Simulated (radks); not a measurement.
Values are calculated unless marked as measured or tabulated.
Ionisation of the chromium ion Cr+, [Ar] 3d5, to Cr2+, [Ar] 3d4, under several functionals. Scalar-relativistic Kohn-Sham, spin-polarised, spherical densities, finite nucleus; open shells are filled with parallel spins first; a radial shooting solver on a logarithmic mesh with Libxc functionals.

functional,E(Cr+) (hartree),Exc (hartree),IE (eV),-e(HOMO) (eV),<r> HOMO (bohr),IE error (eV)
Wu-Cohen GGA,-1050.07400,-48.33806,17.281,10.956,1.381,+0.794
exchange-only PBE,-1049.47940,-47.70233,16.556,10.370,1.408,+0.070
B86b exchange with PBE correlation,-1050.72120,-48.99609,17.281,10.951,1.383,+0.794
OLYP,-1050.89899,-49.23856,17.142,10.704,1.363,+0.655
r2SCAN,-1050.68889,-48.97642,17.376,10.999,1.365,+0.890
AM05,-1048.56103,-46.79336,17.222,10.901,1.379,+0.735
exchange-only r2SCAN,-1049.70512,-47.96082,16.571,10.303,1.382,+0.084
TASK exchange with Perdew-Wang LDA correlation,-1050.28649,-48.60452,17.133,10.671,1.327,+0.647
BP86,-1050.82973,-49.10517,17.294,10.989,1.381,+0.808

NIST Atomic Spectra Database: 16.486 eV (measured). Closest: exchange-only PBE. The Delta-SCF values span 0.82 eV, the total energies 2.34 hartree. The highest occupied level is 3d. Open shells are spherical and high-spin; term and fine-structure splittings are not resolved.
